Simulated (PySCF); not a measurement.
C3H5ClSi, SMILES C=C=C[SiH2]Cl.

The structure is a stationary point at PBE0-D3(BJ)/def2-SVP. The structure was generated by enumeration, and PubChem lists no compound with its InChIKey, so it may never have been made. One conformer was computed; it need not be the lowest.

Level of theory: TDA-PBE/def2-SVPD (PySCF).

Vertical excitations. 

Give excitation energies, oscillator strengths and character. (Estimate from the structure and the level; the computed values follow.)


```json
[
 {"state": "S1", "energy (eV)": "5.03", "λ (nm)": "246", "f": "0.002", "main pairs": "HOMO→LUMO 99 %"},
 {"state": "S2", "energy (eV)": "5.84", "λ (nm)": "212", "f": "0.009", "main pairs": "HOMO−2→LUMO 84 %"},
 {"state": "S3", "energy (eV)": "5.96", "λ (nm)": "208", "f": "0.005", "main pairs": "HOMO−1→LUMO+1 86 %"},
 {"state": "S4", "energy (eV)": "6.12", "λ (nm)": "203", "f": "0.017", "main pairs": "HOMO−3→LUMO 41 %, HOMO−1→LUMO 24 %, HOMO→LUMO+1 11 %"},
 {"state": "S5", "energy (eV)": "6.25", "λ (nm)": "199", "f": "0.008", "main pairs": "HOMO−3→LUMO 53 %, HOMO→LUMO+1 18 %, HOMO→LUMO+2 12 %"},
 {"state": "S6", "energy (eV)": "6.41", "λ (nm)": "193", "f": "0.009", "main pairs": "HOMO→LUMO+2 46 %, HOMO−2→LUMO+1 41 %"},
 {"state": "S7", "energy (eV)": "6.42", "λ (nm)": "193", "f": "0.054", "main pairs": "HOMO−2→LUMO+1 56 %, HOMO→LUMO+2 23 %"},
 {"state": "S8", "energy (eV)": "6.54", "λ (nm)": "189", "f": "0.011", "main pairs": "HOMO→LUMO+3 95 %"},
 {"state": "S9", "energy (eV)": "6.70", "λ (nm)": "185", "f": "0.148", "main pairs": "HOMO−3→LUMO+1 39 %, HOMO−1→LUMO+2 36 %, HOMO→LUMO+1 10 %"},
 {"state": "S10", "energy (eV)": "6.91", "λ (nm)": "179", "f": "0.055", "main pairs": "HOMO−1→LUMO+3 72 %, HOMO−1→LUMO+2 15 %"},
 {"state": "T1", "energy (eV)": "4.48", "λ (nm)": "277", "f": "0", "main pairs": "HOMO−1→LUMO 72 %, HOMO→LUMO+1 21 %"},
 {"state": "T2", "energy (eV)": "4.64", "λ (nm)": "267", "f": "0", "main pairs": "HOMO→LUMO 57 %, HOMO→LUMO+1 26 %, HOMO−1→LUMO 13 %"},
 {"state": "T3", "energy (eV)": "4.72", "λ (nm)": "263", "f": "0", "main pairs": "HOMO→LUMO+1 48 %, HOMO→LUMO 41 %, HOMO−1→LUMO 10 %"},
 {"state": "T4", "energy (eV)": "5.63", "λ (nm)": "220", "f": "0", "main pairs": "HOMO−1→LUMO+1 94 %"}
]
```
Triplets are in the Tamm–Dancoff approximation.
